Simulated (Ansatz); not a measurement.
`O=C[SiH2]CS` + `CC` → `CC[SiH2]CS` + `C=O`  (formal exchange of groups at the Si–C bond)

Gas-phase electronic energies from Ansatz, PBE0-D4/def2-TZVP geometries. CCSD(T)/CBS is the MP2 limit (def2-TZVPP, def2-QZVPP) plus CCSD(T) − MP2 in def2-TZVPP, frozen cores. This one scheme is used for every species. Functionals use def2-TZVPP. B3LYP here is the variant with VWN-RPA as its local correlation; programs differ in this. Each species was taken in one conformer, which may not be the lowest.

`O=C[SiH2]CS`:

Z-matrix (Å, degrees):
```
Si
C 1 1.926
C 1 1.869 2 109.4
H 1 1.485 2 108.4 3 -121.9
H 1 1.493 2 105.5 3 121.6
O 2 1.207 1 122.8 3 -2.5
H 2 1.117 1 118.4 3 178.8
S 3 1.817 1 110.6 2 -61.0
H 3 1.093 1 109.7 2 -177.4
H 3 1.091 1 112.5 2 63.4
H 8 1.343 3 96.1 1 63.1
```

`CC`:

```xyz
8

C    -0.660   -0.125   -0.354
C     0.660    0.125    0.354
H    -0.536   -0.131   -1.439
H    -1.090   -1.087   -0.068
H    -1.394    0.648   -0.112
H     0.536    0.131    1.439
H     1.090    1.087    0.068
H     1.394   -0.648    0.112
```

`CC[SiH2]CS`:

Z-matrix (Å, degrees):
```
C
C 1 1.526
H 1 1.093 2 111.6
H 1 1.094 2 111.7 3 -120.0
H 1 1.093 2 111.4 3 120.1
Si 2 1.876 1 113.7 3 -178.3
H 2 1.095 1 110.7 3 58.9
H 2 1.095 1 110.3 3 -57.6
C 6 1.883 2 111.5 1 -54.8
H 6 1.487 2 110.7 1 -175.9
H 6 1.494 2 109.1 1 64.5
S 9 1.814 6 112.9 2 -57.8
H 9 1.092 6 112.4 2 68.0
H 9 1.093 6 108.8 2 -173.9
H 12 1.342 9 97.6 6 54.1
```

`C=O`:

Z-matrix (Å, degrees):
```
C
O 1 1.195
H 1 1.109 2 122.0
H 1 1.109 2 122.0 3 -180.0
```

```tsv
level	ΔE (kJ/mol)
B3LYP-D4	-1.3
ωB97X-V	-4.5
ωB97M-V	-5.3
SCS-MP2/def2-QZVPP	-8.0
```

**Question.** What does CCSD(T)/CBS give? (Estimate.)

**Answer.** The calculation gave: -6.6 kJ/mol. The listed levels differ from it by 5.3, 2.1, 1.3, -1.4 kJ/mol.

Largest T1 diagnostic among the species: 0.015.

The D4 term adds −5.6 kJ/mol with B3LYP and −3.5 kJ/mol with PBE0; it sums over pairs of atoms, weighted by their polarisabilities, and B3LYP, whose exchange is more repulsive, gets the larger term. In def2-TZVPP, CCSD(T) changes the Hartree–Fock value by −4.2 kJ/mol (the triples alone add +0.4 kJ/mol) and MP2 by −7.5 kJ/mol.
